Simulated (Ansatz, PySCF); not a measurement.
Species: sum formula BN₂H₄F, charge 0, multiplicity 1. 
Coordinates optimised at B3LYP-D3(BJ)/def2-TZVP (Ansatz, a first-principles code):
SMILES: NB(N)F
```xyz
8

B      0.0014     0.0156     0.0056
F      0.1193     1.2867     0.4613
N      1.1907    -0.7037    -0.2412
N     -1.3015    -0.4919    -0.1874
H      1.2201    -1.6480    -0.5787
H      2.0929    -0.2912    -0.0857
H     -2.1138     0.0663     0.0051
H     -1.5042    -1.4165    -0.5199
```
Charge 0, spin multiplicity 1.

Wanted: atomisation energy (electronic, to ground-state atoms), in kcal/mol. Correlated levels leave the core frozen unless marked. UHF or UKS for open shells. Spin-orbit coupling is left out. Non-relativistic unless marked X2C. The coupled-cluster limit lacks core correlation, which all-electron functionals hold. Basis-set limits of correlation are two-point, X^-3; Hartree-Fock from the larger set.

| level | program | atomisation energy (kcal/mol) |
|---|---|---|
| HF-D4/def2-TZVPD | PySCF + dftd4 | [?] |
| HSE06-D3(BJ)/def2-TZVPD | Ansatz + dftd3 | 765.3 |
| LC-wPBE/def2-TZVPD | Ansatz | 765.6 |
| B2GP-PLYP/def2-TZVPD | Ansatz | 755.6 |
| CCSD/6-31G* | Ansatz | [?] |
| X2C-CCSD(T)/cc-pVTZ-DK | Ansatz | 738.6 |
| CCSD(T)/CBS(cc-pVTZ,cc-pVQZ) | Ansatz | [?] |

Task: What belongs in the gaps?

Result: 
- HF-D4/def2-TZVPD, atomisation energy (kcal/mol): 552.5
- CCSD/6-31G*, atomisation energy (kcal/mol): 677.0
- CCSD(T)/CBS(cc-pVTZ,cc-pVQZ), atomisation energy (kcal/mol): 762.7
